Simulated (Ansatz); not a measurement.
`CCC[SiH2]Cl`, charge 0, multiplicity 1.

(1) Give a relaxed structure at PBE0-D4/def2-TZVP (Ansatz 0.2.0). (Best estimate.)

Results:

(1) Ansatz gave: 
Z-matrix (Å, degrees):
```
C
C 1 1.519
H 1 1.094 2 111.1
H 1 1.093 2 111.0 3 -119.6
H 1 1.093 2 111.4 3 120.3
C 2 1.526 1 112.7 3 59.9
H 2 1.096 1 109.5 3 -62.3
H 2 1.095 1 109.6 3 -178.1
Si 6 1.863 2 114.6 1 -179.6
H 6 1.096 2 110.4 1 58.0
H 6 1.098 2 110.3 1 -58.9
Cl 9 2.064 6 109.8 2 -60.7
H 9 1.485 6 111.4 2 57.5
H 9 1.484 6 111.6 2 -179.5
```
This is one stationary point; other conformers may exist.
